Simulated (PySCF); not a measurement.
## C₆ coefficients of unlike pairs at PBE

Calculated with PySCF 2.14 from the dipole response of each species, C₆(A,B) = (3/π) ∫ α_A(iu) α_B(iu) du, in atomic units, from isotropic polarisabilities. For ions this is the dispersion term alone; charge-induced terms of lower order in 1/R come first.

| species | configuration | basis | relativity | α (bohr³) | C₆ (like pair) |
| --- | --- | --- | --- | --- | --- |
| He | 1s2 (1S) | dyall-av3z (10s3p2d) | spin-free X2C | 1.526 | 1.699 |
| P³⁺ | [Ne] 3s2 (1S) | aug-cc-pCVTZ-DK with one added diffuse shell each of s, p, d, f type (9s8p6d4f) | spin-free X2C | 6.615 | 16.60 |
| Sn³⁺ | [Kr] 4d10 5s1 (2S) | x2c-QZVPPall with one added diffuse shell each of s, p, d, f type (14s10p8d5f1g) | spin-free X2C | 8.883 | 36.04 |
| P⁺ | [Ne] 3s2 3p2 (3P) | aug-cc-pV(5+d)Z (8s7p6d4f3g2h) | none | 14.45 | 74.55 |

(1) Estimate C₆ for P⁺ with He.

No spin-orbit coupling is included.

The other pairs:

```csv
pair,C₆
"P⁺, Sn³⁺",49.99
"P³⁺, He",5.065
"Sn³⁺, P³⁺",23.79
"P⁺, P³⁺",35.15
"Sn³⁺, He",7.704
```

Answers

(1) The integral gives 10.62. The combination rule 2 C_A C_B / (C_A α_B/α_A + C_B α_A/α_B) gives 10.57 and the geometric mean 11.26.
